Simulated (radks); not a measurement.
Polarisability of neutral aluminium, [Ne] 3s2 3p1, at imaginary frequency. All-electron calculation, non-relativistic Kohn-Sham, LDA (Slater exchange, Perdew-Wang correlation), spin-polarised, spherical densities, point nucleus; open shells are filled with parallel spins first. Program: a radial shooting solver on a logarithmic mesh with Libxc functionals. Response by self-consistent Sternheimer equations with the Hartree and adiabatic LDA kernel.

w (hartree),alpha1(iw) (bohr^3)
0.00266,65.69
0.0143,65.13
0.0360,62.25
0.0697,55.07
0.118,43.98
0.186,31.60
0.280,20.50
0.413,12.15
0.605,6.693
0.892,3.494
1.35,1.754
2.12,0.8530
3.59,0.3912
6.94,0.1473
17.5,0.03148

Static values: alpha1 = 65.71 bohr^3 (9.737 angstrom^3; uncoupled 96.04). C6 = 578.5, triple-dipole C9 = 27260 atomic units. One-pole (London) frequency 4 C6 / (3 alpha1^2) = 0.179 hartree, against 0.111 for minus the highest occupied eigenvalue. The dipole shielding factor is 1.000, as the force sum rule N/Z = 1.000 demands. Recommended static value: 57.8 bohr^3 (Schwerdtfeger and Nagle, 2023 table).
